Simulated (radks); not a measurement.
Values are calculated unless marked as measured or tabulated.
Problem. The mean radii <r> (bohr) of the occupied orbitals of an atom or ion are listed with their occupations. Level of theory: scalar-relativistic Kohn-Sham, LDA (Slater exchange, Perdew-Wang correlation), spin-polarised, spherical densities, point nucleus (a radial shooting solver on a logarithmic mesh with Libxc functionals).

orbital  occ.      <r>
1s up       1  0.01774
1s down     1  0.01774
2s up       1  0.07493
2s down     1  0.07493
2p up       3  0.06730
2p down     3  0.06729
3s up       1   0.1940
3s down     1   0.1940
3p up       3   0.1947
3p down     3   0.1947
3d up       5   0.1763
3d down     5   0.1763
4s up       1   0.4321
4s down     1   0.4320
4p up       3   0.4597
4p down     3   0.4597
4d up       5   0.4894
4d down     5   0.4891
5s up       1    1.005
5s down     1   0.9986
4f up       7   0.5576
4f down     7   0.5540
5p up       3    1.162
5p down     3    1.154
5d up       5    1.615
5f up       1    4.942

Name the element and its charge. Open shells, if any, are filled with parallel spins first.

Solution. Z = 76, osmium, charge +2: Os2+ in [Xe] 4f14 5d5 5f1. The 1s radius gives Z: for a bare nucleus <r> = (2 gamma + 1)/(2Z) with gamma = sqrt(1 - (Z/c)^2), 0.01753 bohr for Z = 76, and screening makes it slightly larger (0.01774 here). The occupations add up to 74, and the charge is Z minus that.
